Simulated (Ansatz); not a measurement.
Reaction (SMILES): C/C=C\CCC -> C[CH]C/C=C\C + H atom (the C-H bond at the site shown breaks; other sites are not compared here)
Structures are relaxed separately at B3LYP-D3(BJ)/def2-TZVP in Ansatz (a first-principles code), one conformer each, not searched for the lowest. Frequencies are from Ansatz.

Quantity: bond dissociation energy (enthalpy at 298 K, with B3LYP-D3(BJ) rigid-rotor harmonic-oscillator terms), in eV. Correlated levels leave the core frozen unless marked. Open shells are spin-unrestricted. Spin-orbit coupling is left out. No relativistic terms. CBS(X,Y): correlation extrapolated as X^-3; Hartree-Fock from the larger set. [CCSD(T)-MP2]/basis is that difference in the basis named.

| level | program | bond dissociation energy (eV) |
|---|---|---|
| PBE-D3(BJ)/def2-TZVPD | Ansatz + dftd3 | (withheld) |
| BLYP-D4/def2-TZVPD | Ansatz + dftd4 | 4.07 |
| PBE0/6-31G* | Ansatz | (withheld) |
| PBE0/def2-TZVP | Ansatz | 4.08 |
| PBE0/def2-QZVPP | Ansatz | 4.09 |
| BHLYP-D4/def2-TZVPD | Ansatz + dftd4 | 4.12 |
| r2SCAN0-D4/def2-TZVPD | Ansatz + dftd4 | 4.02 |
| r2SCAN0/def2-TZVPD | Ansatz | 4.02 |
| HSE06-D4/def2-TZVPD | Ansatz + dftd4 | 4.08 |
| LC-wPBE-D3(BJ)/def2-TZVPD | Ansatz + dftd3 | 4.09 |
| LC-wPBE-D4/def2-TZVPD | Ansatz + dftd4 | 4.09 |
| wB97X-V/def2-TZVPD | Ansatz | (withheld) |
| B2GP-PLYP-D4/def2-TZVPD | Ansatz + dftd4 | 4.17 |
| SCS-MP2/6-31G* | Ansatz | 4.02 |
| SCS-MP2/cc-pVDZ | Ansatz | 4.18 |
| CCSD/STO-3G | Ansatz | 4.96 |
| RI-MP2/CBS(cc-pVTZ,cc-pVQZ)+[CCSD(T)-MP2]/cc-pVTZ | Ansatz | (withheld) |

Q: Fill in the missing entries.

A: 
- PBE-D3(BJ)/def2-TZVPD, bond dissociation energy (eV): 4.06
- PBE0/6-31G*, bond dissociation energy (eV): 4.15
- wB97X-V/def2-TZVPD, bond dissociation energy (eV): 4.23
- RI-MP2/CBS(cc-pVTZ,cc-pVQZ)+[CCSD(T)-MP2]/cc-pVTZ, bond dissociation energy (eV): 4.32
